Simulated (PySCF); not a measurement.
CH2AlF3O (SMILES [OH][AlH][C](F)(F)F), singlet, at the geometry of the source list; DF-PBE/cc-pV(T+d)Z run with PySCF.

PySCF was given this input:
```python
from pyscf import gto, scf, dft

mol = gto.Mole()
mol.atom = '''
    Al   -0.38110000    0.49170000    0.64370000
    C     0.20390000   -1.01940000   -0.60290000
    F    -1.11680000   -1.44940000   -0.63120000
    F     0.94660000   -2.13390000   -0.58450000
    F     0.40410000   -0.47000000   -1.83460000
    H    -1.78970000    0.26530000    1.13190000
    O     0.59970000    1.77130000    0.86990000
    H     1.13330000    2.54430000    1.00780000
'''
mol.basis = 'cc-pv(t+d)z'
mol.verbose = 4
mol.max_memory = 1800
mol.build()

mf = dft.RKS(mol)
mf.xc = 'pbe'
mf = mf.density_fit(auxbasis='def2-universal-jkfit')
mf.kernel()
```

Predict the main parts of the log of this PySCF run.


```
PySCF version 2.14.0

[INPUT] verbose = 4
[INPUT] num. atoms = 8
[INPUT] num. electrons = 56
[INPUT] charge = 0
[INPUT] spin (= nelec alpha-beta = 2S) = 0
[INPUT] symmetry False subgroup None
[INPUT] Mole.unit = angstrom
[INPUT] Symbol           X                Y                Z      unit          X                Y                Z       unit  Magmom
[INPUT]  1 Al    -0.381100000000   0.491700000000   0.643700000000 AA   -0.720174626072   0.929178335449   1.216416706383 Bohr   0.0
[INPUT]  2 C      0.203900000000  -1.019400000000  -0.602900000000 AA    0.385315156799  -1.926386811382  -1.139315880500 Bohr   0.0
[INPUT]  3 F     -1.116800000000  -1.449400000000  -0.631200000000 AA   -2.110446135914  -2.738969044945  -1.192795129825 Bohr   0.0
[INPUT]  4 F      0.946600000000  -2.133900000000  -0.584500000000 AA    1.788814749513  -4.032486577209  -1.104544919808 Bohr   0.0
[INPUT]  5 F      0.404100000000  -0.470000000000  -1.834600000000 AA    0.763638326937  -0.888171278546  -3.466891548127 Bohr   0.0
[INPUT]  6 H     -1.789700000000   0.265300000000   1.131900000000 AA   -3.382042845134   0.501344340847   2.138981000395 Bohr   0.0
[INPUT]  7 O      0.599700000000   1.771300000000   0.869900000000 AA    1.133268756902   3.347271884442   1.643872755759 Bohr   0.0
[INPUT]  8 H      1.133300000000   2.544300000000   1.007800000000 AA    2.141626616970   4.808030178731   1.904465988337 Bohr   0.0

nuclear repulsion = 303.568059938198
number of shells = 30
number of NR pGTOs = 306
number of NR cGTOs = 217
basis = cc-pv(t+d)z
ecp = {}

******** <class 'pyscf.df.df_jk.DFRKS'> ********
method = DFRKS
initial guess = minao
damping factor = 0
level_shift factor = 0
DIIS = <class 'pyscf.scf.diis.CDIIS'>
diis_start_cycle = 1
diis_space = 8
diis_damp = 0
SCF conv_tol = 1e-09
SCF conv_tol_grad = None
SCF max_cycles = 50
direct_scf = False
XC library pyscf.dft.libxc version 7.1.2
    S. Lehtola, C. Steigemann, M. J. T. Oliveira, and M. A. L. Marques,  SoftwareX 7, 1–5 (2018)
XC functionals = pbe
    J. P. Perdew, K. Burke, and M. Ernzerhof,  Phys. Rev. Lett. 77, 3865 (1996)
    J. P. Perdew, K. Burke, and M. Ernzerhof,  Phys. Rev. Lett. 78, 1396 (1997)
    J. P. Perdew, K. Burke, and M. Ernzerhof,  Phys. Rev. Lett. 77, 3865 (1996)
    J. P. Perdew, K. Burke, and M. Ernzerhof,  Phys. Rev. Lett. 78, 1396 (1997)
radial grids:
    Treutler-Ahlrichs [JCP 102, 346 (1995); DOI:10.1063/1.469408] (M4) radial grids

becke partition: Becke, JCP 88, 2547 (1988); DOI:10.1063/1.454033
pruning grids: <function nwchem_prune>
grids dens level: 3
symmetrized grids: False
atomic radii adjust function: <function treutler_atomic_radii_adjust>
small_rho_cutoff = 0
Set gradient conv threshold to 3.16228e-05
Initial guess from minao.
tot grids = 109784
init E= -656.711895953131
  HOMO = -0.295210513077121  LUMO = -0.0877781926156942  gap/eV = 5.64452
cycle= 1 E= -655.89846596631  delta_E= 0.813  |g|= 1.25  |ddm|= 5.35
  HOMO = -0.0978354303897291  LUMO = -0.0247802602356186  gap/eV = 1.98793
cycle= 2 E= -654.221843840415  delta_E= 1.68  |g|= 3.08  |ddm|= 4.22
  HOMO = -0.223933938039204  LUMO = -0.0598495051297193  gap/eV = 4.46496
cycle= 3 E= -656.11792892172  delta_E= -1.9  |g|= 0.399  |ddm|=  3.3
  HOMO = -0.248488857985265  LUMO = -0.0645052834860511  gap/eV = 5.00645
cycle= 4 E= -656.143418731978  delta_E= -0.0255  |g|= 0.254  |ddm|= 0.717
  HOMO = -0.25473308254811  LUMO = -0.0696458308521759  gap/eV = 5.03648
cycle= 5 E= -656.151870431517  delta_E= -0.00845  |g|= 0.0584  |ddm|= 0.292
  HOMO = -0.248129223251171  LUMO = -0.0663540804797851  gap/eV = 4.94635
cycle= 6 E= -656.152487199988  delta_E= -0.000617  |g|= 0.023  |ddm|= 0.0986
  HOMO = -0.248556580509474  LUMO = -0.0661176200248992  gap/eV = 4.96442
cycle= 7 E= -656.152566295879  delta_E= -7.91e-05  |g|= 0.00944  |ddm|= 0.0317
  HOMO = -0.248917812009401  LUMO = -0.0664185426601449  gap/eV = 4.96606
cycle= 8 E= -656.152579835989  delta_E= -1.35e-05  |g|= 0.00271  |ddm|= 0.0107
  HOMO = -0.248744343913911  LUMO = -0.0664300364658708  gap/eV = 4.96102
cycle= 9 E= -656.152581196516  delta_E= -1.36e-06  |g|= 0.000556  |ddm|= 0.00443
  HOMO = -0.248775400806446  LUMO = -0.0663980492545235  gap/eV = 4.96274
cycle= 10 E= -656.152581253396  delta_E= -5.69e-08  |g|= 0.000291  |ddm|= 0.00122
  HOMO = -0.24877942150933  LUMO = -0.0664036599390059  gap/eV = 4.96270
cycle= 11 E= -656.152581262987  delta_E= -9.59e-09  |g|= 0.000158  |ddm|= 0.000428
  HOMO = -0.248774820326423  LUMO = -0.0664060679607008  gap/eV = 4.96251
cycle= 12 E= -656.152581266983  delta_E= -4e-09  |g|= 1.43e-05  |ddm|= 0.000184
  HOMO = -0.248772872287157  LUMO = -0.0664049461578973  gap/eV = 4.96248
cycle= 13 E= -656.152581267003  delta_E= -2e-11  |g|= 1.15e-05  |ddm|= 3.13e-05
  HOMO = -0.248774312038847  LUMO = -0.0664058260730016  gap/eV = 4.96250
Extra cycle  E= -656.152581266969  delta_E= 3.41e-11  |g|= 1.95e-05  |ddm|= 3.34e-05
converged SCF energy = -656.152581266969
```
